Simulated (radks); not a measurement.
Kinetic energies: the exact non-interacting value of the Kohn-Sham orbitals and orbital-free approximations, in hartree. Species: Hg [Hg]; Ca+ [Ar] 4s1; Fe3+ [Ar] 3d5. Method: non-relativistic Kohn-Sham, LDA (Slater exchange, Perdew-Wang correlation), spin-polarised, spherical densities, point nucleus; computed with a radial shooting solver on a logarithmic mesh with Libxc functionals. Every spin shell is full or empty, so the densities are truly spherical. Functionals are evaluated on that one density, not self-consistently.

[
 {"functional": "exact", "Hg": "18398.1", "Ca+": "674.445", "Fe3+": "1257.70"},
 {"functional": "Thomas-Fermi", "Hg": "17548", "Ca+": "627.54", "Fe3+": "1175.3"},
 {"functional": "von Weizsacker", "Hg": "6508.9", "Ca+": "381.54", "Fe3+": "655.03"},
 {"functional": "TF + vW", "Hg": "24057", "Ca+": "1009.1", "Fe3+": "1830.3"},
 {"functional": "TF + vW/9", "Hg": "18271", "Ca+": "669.93", "Fe3+": "1248.1"},
 {"functional": "TF + vW/5", "Hg": "18850", "Ca+": "703.85", "Fe3+": "1306.3"},
 {"functional": "LC94", "Hg": "18400", "Ca+": "674.88", "Fe3+": "1257.5"},
 {"functional": "APBEK", "Hg": "18405", "Ca+": "675.67", "Fe3+": "1258.7"},
 {"functional": "Perdew 92", "Hg": "18272", "Ca+": "670.02", "Fe3+": "1248.2"},
 {"functional": "Thakkar", "Hg": "18253", "Ca+": "672.91", "Fe3+": "1252.6"},
 {"functional": "Pearson", "Hg": "18243", "Ca+": "664.88", "Fe3+": "1241.1"},
 {"functional": "Ernzerhof", "Hg": "18309", "Ca+": "673.47", "Fe3+": "1253.7"}
]
